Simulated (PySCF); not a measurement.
**Palladium: a sound run and one with changed settings**

Sound run: Pd [Kr] 4d10, Pd⁺ [Kr] 4d9. All numbers are calculated (PySCF 2.14, scalar relativity by spin-free X2C-1e, in x2c-SVPall). In the sound run the correlated levels freeze [Kr]. The sound run starts from symmetry-adapted Hartree-Fock orbitals and uses a fine grid where one is needed.

Changed run: the non-relativistic Hamiltonian (point nucleus). This setting is unsound on purpose.

| species | method | sound run (hartree) | changed run (hartree) | converged |
| --- | --- | --- | --- | --- |
| Pd | UHF | -5042.26759 | -4857.94845 | yes |
| Pd | MN15 | -5048.05133 | -4863.79286 | yes |
| Pd | PBE0 | -5044.46888 | -4860.16060 | yes |
| Pd | MP2 | -5042.54628 | -4858.22218 | yes |
| Pd⁺ | UHF | -5042.03486 | -4857.70190 | yes |
| Pd⁺ | MN15 | -5047.73630 | -4863.46501 | yes |
| Pd⁺ | PBE0 | -5044.15668 | -4859.83683 | yes |
| Pd⁺ | MP2 | -5042.24767 | -4857.91205 | yes |

Ionisation energy of Pd:

| method | sound run (eV) | changed run (eV) |
| --- | --- | --- |
| UHF | 6.333 | 6.709 |
| MN15 | 8.573 | 8.921 |
| PBE0 | 8.496 | 8.810 |
| MP2 | 8.126 | 8.439 |
| SCS-MP2 | 7.929 | 8.246 |

Most of the change in total energy is the relativistic energy itself. On top of that the contraction fixes the core shape for the Hamiltonian it was made with, so the changed run is not a good calculation with the other Hamiltonian either.

For comparison, NIST gives 8.337 eV between the lowest levels.
